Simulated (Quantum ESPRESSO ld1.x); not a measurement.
Problem. The mean radii <r> (bohr) of the occupied orbitals of an atom or ion are listed with their occupations. Calculated with ld1.x of Quantum ESPRESSO 7.5: Dirac Kohn-Sham, revPBE, spin-unpolarised, spherical densities, point nucleus.

| orbital | occ. | <r> |
|---|---|---|
| 1s1/2 | 2 | 0.04699 |
| 2s1/2 | 2 | 0.2098 |
| 2p1/2 | 2 | 0.1812 |
| 2p3/2 | 4 | 0.1848 |
| 3s1/2 | 2 | 0.6193 |
| 3p1/2 | 2 | 0.6324 |
| 3p3/2 | 4 | 0.6426 |
| 3d3/2 | 3.6 | 0.6972 |
| 3d5/2 | 5.4 | 0.7015 |
| 4s1/2 | 1 | 1.908 |
| 4p1/2 | 1 | 2.297 |
| 4p3/2 | 2 | 2.331 |

Name the element and its charge. Open shells, if any, are shared by 2j + 1.

Solution. Z = 32, germanium, charge +1: Ge+ in [Ar] 3d9 4s1 4p3. The 1s radius gives Z: for a bare nucleus <r> = (2 gamma + 1)/(2Z) with gamma = sqrt(1 - (Z/c)^2), 0.04601 bohr for Z = 32, and screening makes it slightly larger (0.04699 here). The occupations add up to 31, and the charge is Z minus that.
